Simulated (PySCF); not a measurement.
Molecule: `OCCC#[N+][AlH3-]`, C3H8AlNO.

Geometry:
```
atom   x (Å)   y (Å)   z (Å)
  O1  -1.180  -1.337  -0.262
  C2  -1.712  -0.079  -0.468
  C3  -1.365   0.895   0.692
  C4   0.076   0.906   0.793
  N5   1.210   0.720   0.690
 Al6   2.645  -0.458  -0.169
  H7  -0.257  -1.374  -0.578
  H8  -1.384   0.382  -1.419
  H9  -2.811  -0.158  -0.503
 H10  -1.786   0.527   1.640
 H11  -1.748   1.911   0.508
 H12   3.499   0.563  -1.048
 H13   1.510  -1.302  -0.982
 H14   3.301  -1.197   1.083
```

Geometry PBE0-D3(BJ)/def2-SVP throughout; GIAO in PySCF 2.14, gas phase, one conformer, non-relativistic; equivalent atoms averaged; functional PBE0.

Problem. How do the absolute shieldings σ depend on the basis set? (a selection of nuclei; ppm; last column core-seconds on shared hosts with different chips, so compare them loosely)

Solution. 
| basis set | functions | O1 | C4 | C2 | N5 | Al6 | H8/H9 | H10/H11 | H12/H13/H14 | H7 | core-s |
| --- | --- | --- | --- | --- | --- | --- | --- | --- | --- | --- | --- |
| STO-3G | 42 | 339.6 | 134.3 | 179.1 | 122.0 | 438.3 | 29.76 | 30.35 | 31.47 | 32.28 | 3.2 |
| 6-31G | 74 | 285.6 | 72.1 | 139.8 | 46.9 | 483.5 | 28.28 | 30.05 | 27.92 | 30.19 | 6.4 |
| 6-31G* | 104 | 293.2 | 71.3 | 134.2 | 48.5 | 479.7 | 27.80 | 29.76 | 27.51 | 29.38 | 9.3 |
| def2-SVP | 128 | 299.2 | 66.2 | 134.3 | 41.3 | 471.7 | 27.42 | 29.20 | 27.20 | 28.46 | 11 |
| pcSseg-1 | 149 | 284.1 | 44.9 | 121.2 | 17.1 | 436.4 | 27.12 | 28.88 | 27.22 | 28.05 | 12 |
| 6-311+G(2d,p) | 218 | 281.8 | 50.0 | 124.4 | 22.7 | 437.9 | 27.34 | 29.09 | 27.13 | 28.29 | 25 |
| def2-TZVP | 240 | 284.3 | 48.4 | 123.1 | 21.1 | 437.1 | 27.34 | 29.09 | 27.14 | 28.25 | 30 |

Problem. Which nucleus among those listed moves most, in ppm?

Solution. N5 (donor nitrogen of a Lewis adduct): from 17.1 ppm with pcSseg-1 to 122.0 ppm with STO-3G. The smallest spread is 1.47 ppm, at H10/H11. Proton shifts span only some 12 ppm, so a few tenths of a ppm matter as much there as several ppm in carbon.

Problem. Taking the largest basis, def2-TZVP (240 functions), as the yardstick, rank the others by their worst heavy-atom deviation.

Solution. 6-311+G(2d,p) 2.6 ppm (218 functions), pcSseg-1 4.0 ppm (149 functions), def2-SVP 34.6 ppm (128 functions), 6-31G* 42.6 ppm (104 functions), 6-31G 46.4 ppm (74 functions), STO-3G 100.8 ppm (42 functions).

A small basis that lands close on one nucleus may do so by chance; judge by the trend and by all nuclei.
